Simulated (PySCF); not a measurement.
## Tin: a sound run and one with changed settings

Sound run: Sn²⁺ [Kr] 4d10 5s2, Sn³⁺ [Kr] 4d10 5s1. Computed with PySCF 2.14 in aug-cc-pVDZ-PP with ECP28MDF (5s4p3d, 32 functions), with scalar relativity through the core potential. In the sound run the correlated levels freeze 4s2 4p6 4d10 outside the core potential. The sound run starts from symmetry-adapted Hartree-Fock orbitals and uses a fine grid where one is needed.

Changed run: initial guess 1e, at most 50 SCF cycles.

```json
{"species": "Sn²⁺", "method": "UHF", "sound run (hartree)": "-212.57923", "changed run (hartree)": "-212.57923", "converged": "yes"}
{"species": "Sn²⁺", "method": "B3LYP", "sound run (hartree)": "-213.52930", "changed run (hartree)": "-213.52930", "converged": "yes"}
{"species": "Sn²⁺", "method": "CCSD(T)", "sound run (hartree)": "-212.61191", "changed run (hartree)": "-212.61191", "converged": "yes"}
{"species": "Sn³⁺", "method": "MN15", "sound run (hartree)": "-211.86938", "changed run (hartree)": "-211.86938", "converged": "yes"}
```

Here the plain start reaches the same solutions.
